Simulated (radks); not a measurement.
Values are calculated unless marked as measured or tabulated.
Q: The mean radii <r> (bohr) of the occupied orbitals of an atom or ion are listed with their occupations. Code: a radial shooting solver on a logarithmic mesh with Libxc functionals. Model: Dirac Kohn-Sham, relativistic LDA (MacDonald-Vosko exchange, VWN5 correlation), spin-unpolarised, spherical densities, finite nucleus; Fermi nuclear charge, rms radius of each element as measured or else 0.836 A^(1/3) + 0.57 fm.

| orbital | occ. | <r> |
|---|---|---|
| 1s1/2 | 2 | 0.03122 |
| 2s1/2 | 2 | 0.1350 |
| 2p1/2 | 2 | 0.1143 |
| 2p3/2 | 4 | 0.1194 |
| 3s1/2 | 2 | 0.3693 |
| 3p1/2 | 2 | 0.3605 |
| 3p3/2 | 4 | 0.3714 |
| 3d3/2 | 4 | 0.3435 |
| 3d5/2 | 6 | 0.3470 |
| 4s1/2 | 2 | 0.8888 |
| 4p1/2 | 2 | 0.9376 |
| 4p3/2 | 4 | 0.9631 |
| 4d3/2 | 4 | 1.115 |
| 4d5/2 | 1 | 1.124 |

Name the element and its charge. Open shells, if any, fill j = l - 1/2 first.

A: Z = 47, silver, charge +6: Ag6+ in [Kr] 4d5. The 1s radius gives Z: for a bare nucleus <r> = (2 gamma + 1)/(2Z) with gamma = sqrt(1 - (Z/c)^2), 0.03062 bohr for Z = 47, and screening makes it slightly larger (0.03122 here). The occupations add up to 41, and the charge is Z minus that.
